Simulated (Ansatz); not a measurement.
Cost and result for the atomization energy of C$_{7}$H$_{14}$ (`C=CCCCCC`) (21 atoms, 20 bonds).

Z-matrix (Å, degrees):
```
C
C 1 1.492
C 1 1.528 2 113.1
H 1 1.095 2 109.6 3 122.9
H 1 1.097 2 108.8 3 -120.7
C 2 1.325 1 125.5 3 -121.3
H 2 1.090 1 115.7 3 58.2
C 3 1.520 1 113.2 2 65.8
H 3 1.096 1 108.8 2 -57.1
H 3 1.096 1 108.9 2 -172.4
H 6 1.084 2 121.7 1 -179.9
H 6 1.086 2 121.3 1 -0.1
C 8 1.523 3 114.2 1 177.2
H 8 1.097 3 108.5 1 55.3
H 8 1.096 3 109.4 1 -59.7
C 13 1.520 8 114.0 3 65.4
H 13 1.095 8 108.7 3 -172.8
H 13 1.097 8 109.3 3 -57.5
H 16 1.092 13 111.9 8 -63.5
H 16 1.092 13 111.2 8 176.4
H 16 1.094 13 110.9 8 56.6
```

Total charge 0; spin multiplicity 1. The geometry is a stationary point of PBE0-D4/def2-TZVP. It is one conformer, not always the lowest. Program: Ansatz. All runs use 2 threads of an AMD EPYC 7R13 on a shared host and a share of an NVIDIA H100 80 GB. Times are those of one run each, without the atoms' runs, and a repeat can differ threefold. Electronic energies, without spin–orbit coupling; frozen cores. CCSD(T)/CBS adds CCSD(T) − MP2 in def2-TZVPP to the MP2 limit, and its time is that of the two runs behind it. T1 = 0.009. B3LYP takes the VWN-RPA correlation (the form of Gaussian; ORCA's B3LYP/G).

CCSD(T)/CBS is a level of theory with its own doubt, some kJ/mol a heavy atom from the limit and from the frozen cores, so smaller differences don't rank the functionals.

| level | functions | wall time |
| --- | --- | --- |
| PBE-D4/def2-TZVPP (with forces) | 413 | 9.5 s |
| PBE0-D4/def2-TZVPP | 413 | 10 s |
| ωB97X-V/def2-TZVPP | 413 | 11 s |
| ωB97M-V/def2-TZVPP (with forces) | 413 | 13 s |
| B3LYP-D4/def2-TZVPP (with forces) | 413 | 14 s |
| MP2/def2-QZVPP | 819 | 14 s |
| r2SCAN-D4/def2-TZVPP (with forces) | 413 | 14 s |
| B2PLYP/def2-TZVPP | 413 | 16 s |
| CCSD(T)/def2-TZVPP | 413 | 37 s |
| CCSD(T)/CBS(def2) | – | 51 s |

Question: What atomization energy does each give, and how far from CCSD(T)/CBS? (Estimate.)

Answer: Computed: 
```tsv
level	atomization (kJ/mol)	difference from CCSD(T)/CBS	per bond
PBE-D4/def2-TZVPP (with forces)	8685.9	164.7	8.2
PBE0-D4/def2-TZVPP	8592.9	71.7	3.6
ωB97X-V/def2-TZVPP	8529.7	8.5	0.4
ωB97M-V/def2-TZVPP (with forces)	8545.3	24.1	1.2
B3LYP-D4/def2-TZVPP (with forces)	8536.0	14.8	0.7
MP2/def2-QZVPP	8529.1	7.9	0.4
r2SCAN-D4/def2-TZVPP (with forces)	8542.5	21.3	1.1
B2PLYP/def2-TZVPP	8449.7	-71.5	-3.6
CCSD(T)/def2-TZVPP	8348.5	-172.7	-8.6
CCSD(T)/CBS(def2)	8521.2	0.0	0.0
```

From PBE to PBE0 (25 % exact exchange), in def2-TZVPP and without D4, the atomization energy moves by −86.5 kJ/mol: exact exchange takes away binding that semilocal exchange gives to molecules. The D4 term adds +65.7 kJ/mol with B3LYP and +35.4 kJ/mol with PBE0; it sums over pairs of atoms, weighted by their polarisabilities, and B3LYP, whose exchange is more repulsive, gets the larger term. In def2-TZVPP, CCSD(T) changes the Hartree–Fock value by +1872.1 kJ/mol (the triples alone add +101.1 kJ/mol) and MP2 by +1951.5 kJ/mol; breaking electron pairs costs correlation energy, which Hartree–Fock lacks.
